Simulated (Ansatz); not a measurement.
Cost and result up the ladder for the cluster Sn₃H₄ (7 atoms). Charge 0, multiplicity 1. Geometry: PBE-D4/def2-SVP.

```xyz
7

Sn   -1.1671   -0.4265   -1.7072
Sn   -0.4261   -0.7490    1.0822
Sn    2.1104   -0.2720    0.0020
H     0.7890    0.8971    0.9016
H    -0.8874   -0.5595    2.7581
H    -1.2842    1.3555   -1.4712
H     0.8654   -0.2455   -1.5655
```

Ansatz on 4 threads of Arm Neoverse V2 on a shared host. Times are rough, and most runs start from the orbitals of an earlier one. PBE0-D4/def2-TZVP serves as the yardstick here, not as an exact answer. Binding counts from free atoms at the same level (Sn triplet, H doublet; other spins of the atoms weren't run), without zero-point energy or a counterpoise term.

In the def2 sets Sn takes a core potential; there is no spin–orbit coupling. HSE06 is defined as in plane-wave codes, on full-range PBE exchange. Correlated methods freeze 12 core orbitals; core or outer-core shells of Sn are correlated, in sets that lack core-valence functions. Another isomer (singlet) lies 0.67 eV lower at PBE0-D4/def2-TZVP; other spin states weren't run for this one.

Correlated methods converge slowly with the basis.

```tsv
level	functions	wall time
LDA (SPW92)/def2-TZVP	174	0.8 s
PBE-D4/def2-TZVP (with forces)	174	1.6 s
PBE0-D4/def2-TZVP	174	2.2 s
HSE06-D4/def2-TZVP	174	2.3 s
r2SCAN-D4/def2-TZVP	174	3.1 s
CCSD(T)/def2-TZVP	174	82 s
```

Estimate what each level gives for the binding energy per atom (eV).


```tsv
level	binding energy per atom (eV)	difference from PBE0-D4/def2-TZVP (eV)
LDA (SPW92)/def2-TZVP	2.50	0.42
PBE-D4/def2-TZVP (with forces)	2.14	0.06
PBE0-D4/def2-TZVP	2.08	0.00
HSE06-D4/def2-TZVP	2.08	0.00
r2SCAN-D4/def2-TZVP	2.12	0.04
CCSD(T)/def2-TZVP	2.00	-0.08
```
